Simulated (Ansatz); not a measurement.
Start from `OC(O)[SiH2][SiH3]` and change one atom or group to get `OC(O)[O][GeH3]`.

Ansatz, PBE0-D4/def2-TZVP geometries, multiplicity 1. Each molecule was computed in one conformer, which needn't be the lowest.

Scalar relativity is left out up to krypton.

| property | `OC(O)[SiH2][SiH3]` |
| --- | --- |
| LUMO energy (PBE0/def2-TZVPP) / eV | 0.05 |
| HOMO–LUMO gap (PBE/def2-TZVPP) / eV | 5.59 |
| HOMO energy (B3LYP/def2-TZVPP) / eV | -7.62 |
| HOMO–LUMO gap (PBE0/def2-TZVPP) / eV | 7.87 |
| HOMO energy (PBE/def2-TZVPP) / eV | -6.38 |
| size of the dipole moment (ωB97M-V/def2-TZVPP) / D | 0.58 |

(1) Give the same properties after the change, and the shifts. (Best estimate.)

Answers

(1) The calculation gave: 
```json
{"property": "LUMO energy (PBE0/def2-TZVPP) / eV", "`OC(O)[O][GeH3]`": "0.41", "shift": "0.36"}
{"property": "HOMO–LUMO gap (PBE/def2-TZVPP) / eV", "`OC(O)[O][GeH3]`": "6.24", "shift": "0.65"}
{"property": "HOMO energy (B3LYP/def2-TZVPP) / eV", "`OC(O)[O][GeH3]`": "-8.05", "shift": "-0.43"}
{"property": "HOMO–LUMO gap (PBE0/def2-TZVPP) / eV", "`OC(O)[O][GeH3]`": "8.67", "shift": "0.80"}
{"property": "HOMO energy (PBE/def2-TZVPP) / eV", "`OC(O)[O][GeH3]`": "-6.71", "shift": "-0.33"}
{"property": "size of the dipole moment (ωB97M-V/def2-TZVPP) / D", "`OC(O)[O][GeH3]`": "1.39", "shift": "0.81"}
```

With PBE0 the HOMO falls by 0.43 eV and the LUMO rises by 0.36 eV, so the gap widens by about 0.79 eV. PBE moves the HOMO by -0.33 eV and ωB97M-V by -0.55 eV. Dipoles are sizes alone; their direction can turn.

B3LYP here is the variant with VWN-RPA as its local correlation; programs differ in this.
